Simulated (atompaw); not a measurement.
## PBEsol PAW (atompaw) dataset for oxygen (O), scalar-relativistic all-electron reference.

oxygen, PAW, made with atompaw 4.2.0.5 (PBEsol, scalar-relativistic). Core [He], reference 2s2 2p4. Waves: 2s (bound): rc 1.85 bohr; 2s channel at -0.8 Ry: rc 0.85 bohr; 2p (bound): rc 1.85 bohr; 2p channel at 2.2 Ry: rc 1.85 bohr; 3d channel at 0.45 Ry: rc 1.50 bohr; 3d channel at 2.45 Ry: rc 1.85 bohr. Local part: troulliermartins scheme with l = 3 at -0.5 Ry, radius 1.75 bohr. Core correction: smooth core density matched at 1.25 bohr. Augmentation charge: sinc compensation charge, radius 1.65 bohr; PAW radius 1.85 bohr; waves and projectors: custom rrkj vanderbiltortho.

All-electron outer shells of the reference configuration (PBEsol, scalar-relativistic, ld1.x):

| shell | level (eV) | outermost node (bohr) | outermost maximum (bohr) |
| --- | --- | --- | --- |
| 1s | -512.77 | – | 0.13 |
| 2s | -23.81 | 0.28 | 0.87 |
| 2p | -8.97 | – | 0.82 |

**Question.** Estimate the cutoffs (Ry, on a coarse ladder) from which the occupation-weighted sum of valence levels, in a spherical-Bessel basis at the reference potential, stays within 10 and 1 mRy of its value at 400 Ry.

**Answer.** 21 Ry and 30 Ry.

**Question.** What does a ghost test show?

**Answer.** No extra level below or beside the all-electron valence levels (s, p, d, f tested).

**Question.** Is the overlap operator S = 1 + Σ q|β⟩⟨β| positive definite (Bessel basis up to 400 Ry)?

**Answer.** Yes: its lowest eigenvalue is 0.22 (p channel).

**Question.** Which valence shell sets the plane-wave cutoff?

**Answer.** 2p: its level needs 21 Ry to come within 1 mRy, against 15 Ry for 2s.
